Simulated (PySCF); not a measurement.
Br₂Hg (SMILES [Br][Hg][Br]), singlet, at a GFN2-xTB geometry (such geometries of metal compounds can be far from the true shape) (core potentials on Hg). Base run: DF-CAMB3LYP/def2-SVP (PySCF).

The PySCF input:
```python
from pyscf import gto, scf, dft

mol = gto.Mole()
mol.atom = '''
    Hg    0.00000000    0.00000000    0.00000000
    Br    0.00000000    0.00000000    2.42322459
    Br   -0.00000000   -0.00000000   -2.42322459
'''
mol.basis = 'def2-svp'
mol.ecp = {'Hg': 'def2-svp'}
mol.verbose = 4
mol.build()

mf = dft.RKS(mol)
mf.xc = 'camb3lyp'
mf = mf.density_fit(auxbasis='def2-universal-jkfit')
mf.kernel()
mf.analyze()
```

Variants of this job, named by their change:

```
change                                     ΔE vs base (µEh)  grid points  electrons on the grid
-----------------------------------------  ----------------  -----------  ---------------------
base                                                    0.0        64592               89.99999
grids.atom_grid = (30, 110)                           -6273         7320               89.99994
grids.level = 7                                         3.2       271040               90.00000
grids.radi_method = delley                             10.8        62960               89.99999
grids.level = 0                                       -5972         8120               90.00011
grids.prune = dft.gen_grid.treutler_prune               0.2        64416               89.99999
grids.level = 2                                        -6.9        41560               90.00002
small_rho_cutoff = 0                                    0.0        64592               89.99999
grids.level = 4                                         2.3        94832               90.00000
grids.becke_scheme = stratmann                          5.0        64592               90.00000
grids.atom_grid = (150, 974)                            3.8       214456               90.00000
```
